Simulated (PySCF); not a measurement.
Ti+ (titanium, charge +1): UHF calculation

Configuration: [Ar] 3d1 4s2, 2D determinant (an excited configuration). Calculation: PySCF 2.14, in def2-QZVPPD (11s6p5d3f2g, 93 functions); no relativity, point nucleus.

* Total energy: -848.060581 hartree
* One-electron energy: -1152.1543 hartree
* Hartree (Coulomb) energy: 344.7392 hartree
* Exchange energy: -40.6455 hartree
* Kinetic energy: 847.91223 hartree
* ⟨S²⟩: 0.7527
* ⟨L²⟩: 6.030
* Sum of ⟨r⟩: 18.50 bohr
* Sum of ⟨r²⟩: 35.39 bohr²
* Traceless quadrupole moment −½Σ⟨3z² − r²⟩ along its main axis: 0.468 e·bohr²
* Density at the nucleus (Gaussians lack the cusp): 7090 bohr⁻³
* Spin density at the nucleus: -0.0121 bohr⁻³
* Langevin diamagnetic susceptibility: -28.0 ×10⁻⁶ cm³/mol

```csv
shell,electrons,mean orbital energy (eV),spread (eV),"rms radius, mean of both spins (bohr)"
1s α,1,-5001.4,0,0.0812
1s β,1,-5001.4,0,0.0812
2s α,1,-598.38,0,0.353
2s β,1,-597.82,0,0.353
2p α,3,-499.42,0.013,0.321
2p β,3,-498.86,0.698,0.321
3s α,1,-92.900,0,1.07
3s β,1,-90.973,0,1.07
3p α,3,-63.166,1.369,1.16
3p β,3,-60.787,1.922,1.16
3d α,1,-24.675,0,1.44
4s α,1,-14.055,0,3.32
4s β,1,-13.780,0,3.32
```

Spin-orbit constants ζ (cm⁻¹) from the X2C one-electron operator on these orbitals (non-relativistic here): bare nucleus, nucleus screened by l(l+1)(2l+1)/3 electrons, and screened by the Breit-Pauli mean field of the electrons.

```tsv
shell	bare	screened nucleus	mean field
2p	32400	29450	28080
3p	3601	3274	3098
3d	310.2	169.2	147.7
```

To first order the Landé constant is A = 147.7 cm⁻¹, so the lowest level has J = 3/2 and lies 0.0275 eV below the centre of the term.
